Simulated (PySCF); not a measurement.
F2GeH3N, SMILES [NH2][GeH]([F])[F]. Atoms are numbered in the order given.

```xyz
7

Ge    -0.0404    -0.2656     0.0000
N      1.6497     0.3293     0.0000
F     -0.7942     0.4136    -1.4004
F     -0.7942     0.4136     1.4004
H     -0.3723    -1.7547     0.0000
H      2.2064     0.2522    -0.8439
H      2.2064     0.2522     0.8439
```

Geometry optimised at ωB97X-D3(BJ)/def2-SVP. The geometry has at least one imaginary mode, so it is a saddle point at that level. The values are those of a single conformer.

Method: ωB97X-D3(BJ)/def2-SVP in PySCF.

Frequencies are harmonic and unscaled.

Problem. Estimate the vibrational spectrum. (The exact figures need the calculation; the answer reports its results.)

Solution. 
```csv
mode,ν (cm⁻¹),IR (km/mol),Raman (Å⁴/amu),depolarisation,moving atoms (share of kinetic energy)
1,105i,13.8,1.3,0.75,"H 87 %, F 9 %"
2,207,80.0,1.3,0.35,"F 52 %, H 36 %"
3,238,105.8,1.5,0.01,"H 50 %, F 31 %, N 14 %"
4,256,10.6,1.2,0.75,"N 33 %, F 31 %, H 29 %"
5,290,75.7,2.0,0.60,"F 40 %, Ge 32 %, N 27 %"
6,726,64.5,7.7,0.05,"F 76 %, Ge 12 %"
7,730,60.5,5.9,0.75,"H 68 %, F 19 %, Ge 9 %"
8,761,149.8,8.8,0.74,"H 74 %, N 13 %, Ge 10 %"
9,765,27.3,6.8,0.75,"F 58 %, H 28 %, Ge 14 %"
10,776,13.1,14.8,0.55,"N 49 %, H 30 %, Ge 12 %, F 8 %"
11,859,85.7,1.8,0.75,"H 82 %, N 13 %"
12,1534,41.6,3.9,0.75,"H 90 %, N 10 %"
13,2250,104.4,145.8,0.20,H 99 %
14,3626,44.5,99.7,0.11,H 96 %
15,3734,55.1,57.8,0.75,"H 91 %, N 9 %"
```
